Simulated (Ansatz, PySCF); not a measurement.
This Ansatz (a quantum-chemistry and plane-wave program) input computes a BLYP/def2-TZVPD energy:

Ansatz 0.2 input:
```yaml
crystal:
  periodic: [false, false, false]
  atoms:
    - {symbol: Si, position_ang: [0.08349080, -0.10035628, 0.02911092]}
    - {symbol: Cl, position_ang: [-1.09118665, -0.50522295, 1.66789906]}
    - {symbol: O, position_ang: [-0.44474900, 1.27060465, -0.66931662]}
    - {symbol: C, position_ang: [-0.65027480, 2.51215516, -0.00727730]}
    - {symbol: O, position_ang: [1.60152257, -0.00493666, 0.58498489]}
    - {symbol: C, position_ang: [2.75017262, 0.13146958, -0.24721214]}
    - {symbol: O, position_ang: [-0.01106786, -1.27975977, -1.07527584]}
    - {symbol: C, position_ang: [-1.17160822, -1.61042648, -1.82944395]}
    - {symbol: H, position_ang: [-0.96778157, 3.23889484, -0.75373530]}
    - {symbol: H, position_ang: [-1.42557269, 2.42011615, 0.75646893]}
    - {symbol: H, position_ang: [0.27121595, 2.86364886, 0.46354872]}
    - {symbol: H, position_ang: [2.67932137, 1.02539408, -0.87233095]}
    - {symbol: H, position_ang: [2.86815825, -0.74380642, -0.88888605]}
    - {symbol: H, position_ang: [3.61946654, 0.22045348, 0.40252965]}
    - {symbol: H, position_ang: [-1.96386891, -1.98095246, -1.17465209]}
    - {symbol: H, position_ang: [-1.53764594, -0.74190889, -2.38070638]}
    - {symbol: H, position_ang: [-0.89737459, -2.39451668, -2.53361220]}
basis:
  gaussian:
    orbitals: def2-TZVPD
hamiltonian:
  xc: {name: BLYP}
output: {forces: true}
```

### Question
Write an input for the same energy in PySCF and say what it gives.

### Answer

```python
from pyscf import gto, scf, dft

mol = gto.M(
    atom='''
    Si    0.08349080   -0.10035628    0.02911092
    Cl   -1.09118665   -0.50522295    1.66789906
    O    -0.44474900    1.27060465   -0.66931662
    C    -0.65027480    2.51215516   -0.00727730
    O     1.60152257   -0.00493666    0.58498489
    C     2.75017262    0.13146958   -0.24721214
    O    -0.01106786   -1.27975977   -1.07527584
    C    -1.17160822   -1.61042648   -1.82944395
    H    -0.96778157    3.23889484   -0.75373530
    H    -1.42557269    2.42011615    0.75646893
    H     0.27121595    2.86364886    0.46354872
    H     2.67932137    1.02539408   -0.87233095
    H     2.86815825   -0.74380642   -0.88888605
    H     3.61946654    0.22045348    0.40252965
    H    -1.96386891   -1.98095246   -1.17465209
    H    -1.53764594   -0.74190889   -2.38070638
    H    -0.89737459   -2.39451668   -2.53361220
    ''',
    basis='def2-tzvpd',
    charge=0,
    spin=0,
    verbose=4,
)

mf = dft.RKS(mol, xc='blyp').density_fit(auxbasis='def2-universal-jkfit')
mf.grids.level = 3
mf.conv_tol = 1e-9
mf.max_cycle = 100
mf.max_memory = 1500
mf.kernel()
if not mf.converged:
    mf = mf.newton()
    mf.kernel(mf.make_rdm1())
mf.analyze()
```
It gives -1095.33284 Eh, and Ansatz -1095.33257 Eh, a difference of 0.27 mEh, from the treatment of integrals and grids.
